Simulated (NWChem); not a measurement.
System: SnH₃O₂Cl; SMILES [OH][SnH]([Cl])[OH]

Excerpt of the output:

```
             Northwest Computational Chemistry Package (NWChem) 7.3.0
             --------------------------------------------------------

                             Geometry "geometry" -> ""
                             -------------------------

 Output coordinates in angstroms (scale by  1.889725989 to convert to a.u.)

  No.       Tag          Charge          X              Y              Z
 ---- ---------------- ---------- -------------- -------------- --------------
    1 Sn                  50.0000     0.02326800     0.39550900     0.33237400
    2 O                    8.0000    -1.46634900     1.31856000    -0.55673800
    3 O                    8.0000     1.71942200     1.12213900    -0.36347200
    4 Cl                  17.0000     0.04538700    -1.86622400    -0.30929200
    5 H                    1.0000    -0.17785300     0.58553200     2.00420700
    6 H                    1.0000    -1.34522900     1.38379200    -1.51184700
    7 H                    1.0000     2.23516300     0.43855000    -0.80952000

 Effective nuclear repulsion energy (a.u.)     517.4194231660

                                 NWChem DFT Module
                                 -----------------

 Summary of "ao basis" -> "ao basis" (spherical)
 ------------------------------------------------------------------------------
       Tag                 Description            Shells   Functions and Types
 ---------------- ------------------------------  ------  ---------------------
 Sn                        def2-svpd                12       32   5s4p3d
 O                         def2-svpd                 9       23   4s3p2d
 Cl                        def2-svpd                11       27   5s4p2d
 H                         def2-svpd                 4        8   2s2p

            General Information
            -------------------
          SCF calculation type: DFT
          Wavefunction type:  closed shell.
          No. of atoms     :     7
          No. of electrons :    58
           Alpha electrons :    29
            Beta electrons :    29
          Charge           :     0
          Spin multiplicity:     1
          Use of symmetry is: off; symmetry adaption is: off
          Maximum number of iterations: 150
          AO basis - number of functions:   129
                     number of shells:    53
          Convergence on energy requested:  1.00D-06
          Convergence on density requested:  1.00D-05
          Convergence on gradient requested:  5.00D-04

              XC Information
              --------------
                         B3LYP Method XC Potential
                     Hartree-Fock (Exact) Exchange  0.200
                        Slater Exchange Functional  0.800 local
                    Becke 1988 Exchange Functional  0.720 non-local
              Lee-Yang-Parr Correlation Functional  0.810
                  VWN I RPA Correlation Functional  0.190 local

             Grid Information
             ----------------
          Grid used for XC integration:  medium
          Radial quadrature: Mura-Knowles
          Angular quadrature: Lebedev.
          Tag              B.-S. Rad. Rad. Pts. Rad. Cut. Ang. Pts.
          ---              ---------- --------- --------- ---------
          Sn                  1.45      123          11.0       590
          O                   0.60       49          12.0       434
          Cl                  1.00       88          12.0       590
          H                   0.35       45          12.0       434
          Grid pruning is: on
          Number of quadrature shells:   444
          Spatial weights used:  Erf1

      Superposition of Atomic Density Guess
      -------------------------------------

 Sum of atomic energies:        -859.30870550

      Non-variational initial energy
      ------------------------------

 Total energy =    -824.103440
 1-e energy   =   -1754.720784
 2-e energy   =     661.384184
 HOMO         =      -0.416762
 LUMO         =      -0.044718

   convergence    iter        energy       DeltaE   RMS-Dens  Diis-err
 ---------------- ----- ----------------- --------- --------- ---------
 d= 0,ls=0.0,diis     1   -826.5242234989 -1.10D+03  2.36D-02  1.11D+00
 d= 0,ls=0.0,diis     2   -826.2403645647  2.84D-01  1.28D-02  3.99D+00
 d= 0,ls=0.0,diis     3   -826.6560525293 -4.16D-01  2.17D-03  4.66D-02
 d= 0,ls=0.0,diis     4   -826.6595778684 -3.53D-03  1.03D-03  1.58D-02
 d= 0,ls=0.0,diis     5   -826.6618542408 -2.28D-03  1.22D-04  1.91D-04
  Resetting Diis
 d= 0,ls=0.0,diis     6   -826.6618760066 -2.18D-05  2.39D-05  5.46D-06
 d= 0,ls=0.0,diis     7   -826.6618766772 -6.71D-07  1.64D-05  1.09D-06
 d= 0,ls=0.0,diis     8   -826.6618764367  2.41D-07  1.05D-05  3.60D-06
 d= 0,ls=0.0,diis     9   -826.6618768008 -3.64D-07  2.03D-06  7.76D-08

         Total DFT energy =     -826.661876800819
      One electron energy =    -1756.889782037529
           Coulomb energy =      725.709568255268
    Exchange-Corr. energy =      -64.714823092362
 Nuclear repulsion energy =      269.233160073803

 Numeric. integr. density =       57.999980794804

                       DFT Final Molecular Orbital Analysis
                       ------------------------------------

 Vector   27  Occ=2.000000D+00  E=-3.314589D-01
              MO Center=  3.6D-01, -1.1D+00, -2.9D-01, r^2= 3.5D+00
   Bfn.  Coefficient  Atom+Function         Bfn.  Coefficient  Atom+Function
  ----- ------------  ---------------      ----- ------------  ---------------
    90      0.409471  4 Cl px                87      0.320158  4 Cl px
    92     -0.296959  4 Cl pz                89     -0.232822  4 Cl pz
    60      0.215970  3 O  px                61      0.195349  3 O  py
    84      0.184371  4 Cl px                91      0.167817  4 Cl py
    63      0.148719  3 O  px                64      0.138228  3 O  py

 Vector   28  Occ=2.000000D+00  E=-3.303284D-01
              MO Center= -3.8D-02, -3.4D-01, -2.8D-01, r^2= 4.7D+00
   Bfn.  Coefficient  Atom+Function         Bfn.  Coefficient  Atom+Function
  ----- ------------  ---------------      ----- ------------  ---------------
    92      0.336798  4 Cl pz                38     -0.301570  2 O  py
    89      0.262549  4 Cl pz                90      0.242447  4 Cl px
    62      0.239016  3 O  pz                41     -0.210014  2 O  py
    87      0.189199  4 Cl px                65      0.165701  3 O  pz
    86      0.151227  4 Cl pz                91     -0.145849  4 Cl py

 Vector   29  Occ=2.000000D+00  E=-3.269683D-01
              MO Center=  1.3D-01,  6.7D-01, -3.5D-01, r^2= 4.3D+00
   Bfn.  Coefficient  Atom+Function         Bfn.  Coefficient  Atom+Function
  ----- ------------  ---------------      ----- ------------  ---------------
    62      0.338748  3 O  pz                38      0.291802  2 O  py
    37      0.270191  2 O  px                65      0.239892  3 O  pz
    90     -0.223988  4 Cl px                60      0.207006  3 O  px
    41      0.205187  2 O  py                40      0.192982  2 O  px
    87     -0.175569  4 Cl px                63      0.144615  3 O  px

 Vector   30  Occ=0.000000D+00  E=-7.622905D-02
              MO Center=  5.8D-02,  1.0D-01,  1.7D-01, r^2= 5.3D+00
   Bfn.  Coefficient  Atom+Function         Bfn.  Coefficient  Atom+Function
  ----- ------------  ---------------      ----- ------------  ---------------
     4      1.159699  1 Sn s                  3      0.656473  1 Sn s
    91     -0.348515  4 Cl py               107     -0.317156  5 H  s
    59     -0.296683  3 O  s                  2     -0.267700  1 Sn s
    82     -0.268700  4 Cl s                 17     -0.256518  1 Sn pz
   106     -0.251207  5 H  s                  1     -0.210584  1 Sn s

 Vector   31  Occ=0.000000D+00  E=-2.137407D-02
              MO Center=  3.6D-01,  7.4D-01,  3.9D-01, r^2= 6.5D+00
   Bfn.  Coefficient  Atom+Function         Bfn.  Coefficient  Atom+Function
  ----- ------------  ---------------      ----- ------------  ---------------
     5      0.990427  1 Sn s                 83     -0.607878  4 Cl s
    13      0.420250  1 Sn py                16      0.305647  1 Sn py
    66      0.271105  3 O  px                68     -0.233485  3 O  pz
    15      0.223536  1 Sn px                17     -0.212787  1 Sn pz
    29      0.209214  1 Sn d -1              58     -0.190744  3 O  s

 Vector   32  Occ=0.000000D+00  E=-1.688945D-02
              MO Center= -1.6D-01,  4.5D-01,  4.1D-01, r^2= 6.8D+00
   Bfn.  Coefficient  Atom+Function         Bfn.  Coefficient  Atom+Function
  ----- ------------  ---------------      ----- ------------  ---------------
    45     -0.448590  2 O  pz                31      0.420351  1 Sn d  1
    15     -0.407144  1 Sn px                12     -0.379632  1 Sn px
    59     -0.361194  3 O  s                  5      0.272655  1 Sn s
    66     -0.231455  3 O  px                43     -0.204209  2 O  px
    35     -0.200340  2 O  s                123      0.184002  7 H  s

     Multipole analysis of the density
     ---------------------------------

     L   x y z        total         alpha         beta         nuclear
     -   - - -        -----         -----         ----         -------
     0   0 0 0      0.000000    -29.000000    -29.000000     58.000000

[...]

 DFT Linear Response polarizability / au
 Frequency  =       0.0000000 / au
              X              Y              Z
 -----------------------------------------------
 X      59.2912900     -0.7500172     -0.4198491
 Y      -0.7499817     68.7461264      2.0912239
 Z      -0.4198635      2.0912382     57.4261292
 -----------------------------------------------
 Eigenvalues =      59.2602107     69.1868080     57.0165269
 Isotropic   =      61.8211819
 Anisotropic =      11.2180032
 -----------------------------------------------

 Magnetic Dipole Response Matrix (nonzero elements):

 Exiting AOResponse driver routine
```

Level: B3LYP/def2-SVPD with def2 effective core potentials on Sn. Geometry: optimised at PBE0/def2-SVP. Not confirmed as a minimum by frequencies. def2 effective core potentials on Sn; no spin-orbit coupling.

### Question
Write an input that gives this output.

### Answer
Several could match; the one computed here: the input that was run:
```
start job
memory heap 200 mb stack 900 mb global 1100 mb
geometry units angstroms noautosym nocenter noautoz
  Sn     0.023268     0.395509     0.332374
  O     -1.466349     1.318560    -0.556738
  O      1.719422     1.122139    -0.363472
  Cl     0.045387    -1.866224    -0.309292
  H     -0.177853     0.585532     2.004207
  H     -1.345229     1.383792    -1.511847
  H      2.235163     0.438550    -0.809520
end
basis spherical
  * library def2-svpd
end
ecp
  Sn library def2-ecp
end
dft
  xc b3lyp
  iterations 150
end
property
  response 1 0.0
end
task dft property
```
